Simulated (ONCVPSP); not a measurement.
**Which setting gave this result? (chlorine (Cl), ONCV)**

Base potential:

- Element: Cl (Z = 17)
- Generator: ONCVPSP 4.0.1
- Type: optimised norm-conserving Vanderbilt (ONCV)
- Functional: LDA (Perdew-Zunger)
- Relativity: scalar-relativistic
- Frozen core: [Ne]
- Valence charge: 7
- Reference configuration: 3s2 3p5
- Partial waves: 3s: rc 1.30 bohr, ncon 4, nbas 9, qcut 3.9 1/bohr, 2 projectors, debl 0.8 Ha; 3p: rc 1.30 bohr, ncon 3, nbas 6, qcut 7.3 1/bohr, 2 projectors, debl 2.6 Ha; d scattering state at 0.08 Ha: rc 1.30 bohr, ncon 5, nbas 10, qcut 8.5 1/bohr, 1 projector
- Local potential: polynomial inside 1.10 bohr (lpopt 3, dvloc0 0 Ha)
- Core correction: polynomial model core, fcfact 0.3

Cutoffs, loose and tight: the cutoffs (Ha) at which the residual kinetic energy of the hardest occupied pseudo-wave falls to 1 and 0.1 mHa per electron. They do not see the model core or the augmentation charge, which bear on the density cutoff. Test errors are all-electron minus pseudo excitation energies from the reference, over the configurations 3s2 3p4; 3s2 3p3; 3s2 3p2; 3s1 3p6; variants that change the core or the reference have their own tests.

Only the scale of all radii but the core radius (base = 1) is moved (1 further runs of the sweep failed or gave no value and are left out):

```
scale of all radii but the core radius (base = 1)  cutoff, loose  cutoff, tight  bound ghosts  largest test error (meV)  median size of the test errors
                                             0.83          57 Ha         165 Ha          none                       +44                         4.4 meV
                                             0.97         120 Ha         150 Ha          none                       +61                         8.7 meV
                                             1.03         107 Ha         133 Ha          none                       +68                        11.3 meV
                                             1.06         100 Ha         125 Ha          none                       +71                        12.6 meV
                                             1.12          87 Ha         112 Ha          none                       +78                        15.4 meV
                                             1.18          61 Ha         100 Ha          none                       +84                        18.6 meV
                                             1.26          46 Ha          87 Ha          none                       +92                        22.9 meV
                                             1.31          31 Ha          80 Ha          none                       +97                        25.9 meV
```

Q: One more run gave cutoff, loose: 100 Ha; cutoff, tight: 166 Ha; bound ghosts: none; largest test error (meV): +54; median size of the test errors: 6.3 meV. Which value of the scale of all radii but the core radius (base = 1) was used?

A: 0.91. The median size of the test errors moves one way along this sweep, from 4.4 meV at 0.83 to 25.9 meV at 1.31, which places the run between 0.83 and 0.97.
